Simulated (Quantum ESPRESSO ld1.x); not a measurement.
Q: These are the eigenvalues of the occupied orbitals of an atom or ion with whole-number occupations (eV). All-electron calculation, scalar-relativistic Kohn-Sham, PBE, spin-unpolarised, spherical densities, point nucleus. Program: ld1.x of Quantum ESPRESSO 7.5.

1s: -59337.5
2s: -10050.2
2p: -8878.12
3s: -2296.50
3p: -1941.67
3d: -1503.85
4s: -490.393
4p: -373.522
4d: -218.340
5s: -92.6527
5p: -63.8900
4f: -47.8400
6p: -20.7208

Which element is it, and in what charge state? The configuration may be excited.

A: Z = 69, thulium, charge +3: Tm3+ in [Xe] 4f11 6p1. The list shows which subshells hold electrons but not how many an open one holds; the 1s level, -2180.6 hartree, gives Z - s = 66.0 by -(Z - s)^2/2, which with screening and relativity narrows Z to a few neighbours, and the depths of the outer levels then fix element, charge and occupations together.
